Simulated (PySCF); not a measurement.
Molecule: SMILES [SiH2]1[SiH2][SiH2][SiH2][SiH2][SiH2]1, H$_{12}$Si$_{6}$.

Structure with atom numbers: `[SiH2:1]1[SiH2:2][SiH2:3][SiH2:4][SiH2:5][SiH2:6]1`. Each H is labelled by its parent atom.

Geometry PBE0-D3(BJ)/def2-SVP throughout; GIAO in PySCF, gas phase, one conformer, non-relativistic; equivalent atoms averaged; functional PBE0.

For orientation, def2-SVP gives these absolute shieldings σ: Si1/Si2/Si3/Si4/Si5/Si6 514.6, H(Si1)/H(Si2)/H(Si3)/H(Si4)/H(Si5)/H(Si6) 27.72 ppm.

A run gave: Si1/Si2/Si3/Si4/Si5/Si6 461.6, H(Si1)/H(Si2)/H(Si3)/H(Si4)/H(Si5)/H(Si6) 27.61 ppm (absolute shieldings σ).

Problem. Which basis set was used in that run?
A. pcSseg-1
B. pcSseg-0
C. 6-31G
D. cc-pVDZ

Solution. A. Si1/Si2/Si3/Si4/Si5/Si6 tells them apart best: pcSseg-1 gives 461.6, cc-pVDZ gives 511.2, 6-31G gives 526.0, pcSseg-0 gives 514.6 ppm.
